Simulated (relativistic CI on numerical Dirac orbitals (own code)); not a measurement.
Sensitivity of the levels of La XXIII to α and to the nuclear radius

Calculated at this level of theory: Dirac-Coulomb-Breit CI, orbitals from a KLI potential per configuration, derivatives by finite differences, unscaled Slater integrals, QED left out (own radial code, finite nucleus).

CI space (outside the closed core [Ar] 3d10): 4s2 4p5, 4s 4p6, 4s2 4p4 4d, 4s 4p5 4d, 4s2 4p4 4f, 4s 4p5 4f. Double excitations out of closed p, d and f shells are left out; levels of such configurations are missing from the list, as are those of other unlisted configurations, and high levels can miss mixing partners.

With x = (α/α₀)² − 1 an excitation energy changes as ω = ω₀ + qx; K = 2q/ω₀ is the relative enhancement. Terms are leading LS components, so labels can repeat. The field-shift factor is F = δν/δ⟨r²⟩ for the transition from the lowest level.

Lowest level 4s2 4p5 2P°_3/2.

```csv
Level,ω₀ (cm⁻¹),q (cm⁻¹),K,F (GHz/fm²)
4s2 4p5 2P°_1/2,173143,192800,2.23,-8.68
4s 4p6 2S_1/2,641970,197400,0.615,-212
4s2 4p4 4d 4D_3/2,739688,19620,0.053,3.46
4s2 4p4 4d 4D_5/2,742605,27590,0.0743,3.27
4s2 4p4 4d 2P_1/2,755809,30640,0.0811,1.12
4s2 4p4 4d 4D_7/2,757533,36180,0.0955,3.29
4s2 4p4 4d 4F_9/2,784608,49220,0.125,3.71
4s2 4p4 4d 2F_7/2,784801,37280,0.095,3.65
4s2 4p4 4d 2D_3/2,804705,29140,0.0724,3.46
4s2 4p4 4d 4P_1/2,839593,90730,0.216,-18.2
4s2 4p4 4d 2D_5/2,853531,65060,0.152,3.49
4s2 4p4 4d 2D_3/2,864152,87840,0.203,1.91
4s2 4p4 4d 4F_5/2,870587,99550,0.229,1.1
4s2 4p4 4d 4D_1/2,887999,202900,0.457,-4.89
4s2 4p4 4d 4D_3/2,912520,205100,0.45,-4.54
4s2 4p4 4d 4F_7/2,939092,229700,0.489,-4.78
4s2 4p4 4d 2F_5/2,944612,195700,0.414,-4.14
4s2 4p4 4d 2F_7/2,946672,211700,0.447,-4.7
4s2 4p4 4d 2P_3/2,963635,241000,0.5,-4.18
4s2 4p4 4d 2G_9/2,973735,240400,0.494,-4.75
4s2 4p4 4d 2F_5/2,974980,239500,0.491,-4.33
4s2 4p4 4d 2D_5/2,996710,233900,0.469,-3.71
4s2 4p4 4d 2F_7/2,1019730,235900,0.463,-3.92
```

At this charge energies of transitions that change n are usually good to better than 1 %, and those within a shell (Δn = 0) to a few per cent.
